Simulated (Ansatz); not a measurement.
Consider the atomization: `F[CH]([SiH3])[SnH3]` → C• + F• + 7 H• + Si• + Sn•.

Gas-phase electronic energies from Ansatz, PBE0-D4/def2-TZVP geometries. CCSD(T)/CBS adds triple-zeta CCSD(T) − MP2 to the extrapolated MP2 energy (def2 sets, frozen cores). This one scheme is used for every species, atoms too. DFT in def2-TZVPP. No spin–orbit coupling; open shells (•) take unrestricted orbitals. Spin–orbit coupling would lower the free atoms: a little for C, F, Si; strongly for Sn. Elements past krypton have def2 core potentials. Bonds to Sn are less sure, by a few kJ/mol each and by 10 to 20 or more in all where they break to atoms, as the def2 sets lack core-valence functions.

CCSD(T)/CBS gives +3232.0 kJ/mol.

Q: Another level gave +3216.3 kJ/mol. Which?
A. PBE-QIDH/def2-TZVPP
B. CCSD(T)/def2-TZVPP
C. revPBE/def2-TZVPP
D. PBE-D4/def2-TZVPP

A: D. PBE-D4 3216.3, CCSD(T)/def2-TZVPP 3150.6, revPBE 3085.4, PBE-QIDH 3165.4 kJ/mol.

Largest T1 diagnostic among the species: 0.013.

From BLYP to BHLYP (50 % exact exchange), in def2-TZVPP and without D4, ΔE moves by −26.9 kJ/mol: exact exchange takes away binding that semilocal exchange gives to molecules. At CCSD(T), def2-SVP lies −222.0 kJ/mol from the extrapolated value and def2-TZVPP −81.4 kJ/mol: correlation converges slowly with the basis, and small sets miss more of it in the bonded molecule than in its fragments. In def2-TZVPP, CCSD(T) changes the Hartree–Fock value by +819.0 kJ/mol (the triples alone add +40.5 kJ/mol) and MP2 by +797.5 kJ/mol; breaking electron pairs costs correlation energy, which Hartree–Fock lacks.

For atomizations the MP2-based limit and the directly extrapolated one differ by several kJ/mol either way, and by 10 to 25 for some Ge, Se and Sn compounds, so smaller differences from it don't rank the levels.
